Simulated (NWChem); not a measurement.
All runs are NWChem calculations. System: ditellurium (Te2), charge 0, spin multiplicity 3, at a geometry optimised with UPBE0/def2-SVP with def2 effective core potentials on Te. Its SCF solution wasn't tested for a lower state. Level: UPBE/def2-SVP with def2 effective core potentials on Te.

Job file:

```
start mol
memory heap 200 mb stack 900 mb global 1100 mb
geometry units angstroms nocenter noautoz
  Te     0.000000     0.000000     1.281805
  Te     0.000000     0.000000    -1.281805
  symmetry group D2h
end
basis spherical
  * library def2-svp
end
ecp
  Te library def2-ecp
end
dft
  xc xpbe96 cpbe96
  odft
  mult 3
  semidirect memsize 60000000 filesize 0
  iterations 100
end
task dft energy
```

Output (cleaned and shortened):

```
             Northwest Computational Chemistry Package (NWChem) 7.3.0
             --------------------------------------------------------

                                NWChem Input Module
                                -------------------

 Scaling coordinates for geometry "geometry" by  1.889725989
 (inverse scale =  0.529177249)

 Turning off AUTOSYM since
 SYMMETRY directive was detected!

                             Geometry "geometry" -> ""
                             -------------------------

 Output coordinates in angstroms (scale by  1.889725989 to convert to a.u.)

  No.       Tag          Charge          X              Y              Z
 ---- ---------------- ---------- -------------- -------------- --------------
    1 Te                  52.0000     0.00000000     0.00000000     1.28180500
    2 Te                  52.0000     0.00000000     0.00000000    -1.28180500

 Effective nuclear repulsion energy (a.u.)     558.1563815460

            Nuclear Dipole moment (a.u.)
            ----------------------------
        X                 Y               Z
 ---------------- ---------------- ----------------
     0.0000000000     0.0000000000     0.0000000000

      Symmetry information
      --------------------

 Group name             D2h
 Group number             26
 Group order               8
 No. of unique centers     1

      Symmetry unique atoms

     1


 Summary of "ao basis" -> "" (spherical)
 ------------------------------------------------------------------------------
       Tag                 Description            Shells   Functions and Types
 ---------------- ------------------------------  ------  ---------------------
 *                          def2-svp                  on all atoms

 Summary of "ao basis" -> "ao basis" (spherical)
 ------------------------------------------------------------------------------
       Tag                 Description            Shells   Functions and Types
 ---------------- ------------------------------  ------  ---------------------
 Te                         def2-svp                10       26   4s4p2d
[...]
  ----- ------------  ---------------      ----- ------------  ---------------
    14      0.454930  1 Te px                40     -0.454930  2 Te px
    11      0.448059  1 Te px                37     -0.448059  2 Te px
     8     -0.174299  1 Te px                34      0.174299  2 Te px
     5     -0.135060  1 Te px                31      0.135060  2 Te px
    25     -0.025684  1 Te d  1              51     -0.025684  2 Te d  1

 Vector   26  Occ=0.000000D+00  E=-7.220685D-02  Symmetry=b1u
              MO Center= -7.2D-16,  1.1D-16, -3.9D-15, r^2= 5.4D+00
   Bfn.  Coefficient  Atom+Function         Bfn.  Coefficient  Atom+Function
  ----- ------------  ---------------      ----- ------------  ---------------
    16      0.782039  1 Te pz                42      0.782039  2 Te pz
    13      0.418210  1 Te pz                39      0.418210  2 Te pz
     4     -0.354852  1 Te s                 30      0.354852  2 Te s
     3     -0.269852  1 Te s                 29      0.269852  2 Te s
    10     -0.163975  1 Te pz                36     -0.163975  2 Te pz

   alpha - beta orbital overlaps
   -----------------------------

   alpha      1      2      3      4      5      6      7      8      9     10
    beta      1      2      3      4      5      6      7      8      9     11
 overlap   1.000  1.000  1.000  1.000  1.000  1.000  1.000  1.000  1.000  1.000

   alpha     11     12     13     14     15     16     17     18     19     20
    beta     10     13     14     12     15     16     17     18     19     20
 overlap   1.000  1.000  1.000  1.000  1.000  1.000  1.000  1.000  1.000  1.000

   alpha     21     22     23     24     25     26     27     28     29     30
    beta     21     22     23     24     25     26     27     29     30     28
 overlap   1.000  1.000  1.000  1.000  1.000  1.000  1.000  1.000  1.000  1.000

   alpha     31     32     33     34     35     36     37     38     39     40
    beta     31     33     32     35     34     36     37     40     39     38
 overlap   0.998  1.000  1.000  1.000  1.000  1.000  1.000  1.000  1.000  0.998

   alpha     41     42     43     44     45     46     47     48     49     50
    beta     41     42     43     44     45     46     47     48     49     50
 overlap   1.000  1.000  1.000  1.000  1.000  1.000  1.000  1.000  1.000  1.000

   alpha     51     52
    beta     51     52
 overlap   1.000  1.000

     --------------------------
     Expectation value of S2:
     --------------------------
      <S2> =      2.0018 (Exact =     2.0000)

 center of mass
 --------------
 x =   0.00000000 y =   0.00000000 z =   0.00000000

 moments of inertia (a.u.)
 ------------------
        1524.414743581762           0.000000000000           0.000000000000
           0.000000000000        1524.414743581762           0.000000000000
           0.000000000000           0.000000000000           0.000000000000

     Multipole analysis of the density
     ---------------------------------

     L   x y z        total         alpha         beta         nuclear
     -   - - -        -----         -----         ----         -------
     0   0 0 0     -0.000000    -25.000000    -23.000000     48.000000

     1   1 0 0     -0.000000     -0.000000     -0.000000      0.000000
     1   0 1 0     -0.000000     -0.000000     -0.000000      0.000000
     1   0 0 1      0.000000      0.000000     -0.000000      0.000000

     2   2 0 0    -39.742098    -22.999136    -16.742962      0.000000
     2   1 1 0      0.000000      0.000000     -0.000000      0.000000
     2   1 0 1     -0.000000     -0.000000      0.000000      0.000000
     2   0 2 0    -39.742098    -22.999136    -16.742962      0.000000
     2   0 1 1     -0.000000     -0.000000      0.000000      0.000000
     2   0 0 2    -35.857057   -167.939895   -149.549701    281.632540

 Task  times  cpu:        1.0s     wall:        1.0s

 Total times  cpu:        1.0s     wall:        1.0s
```
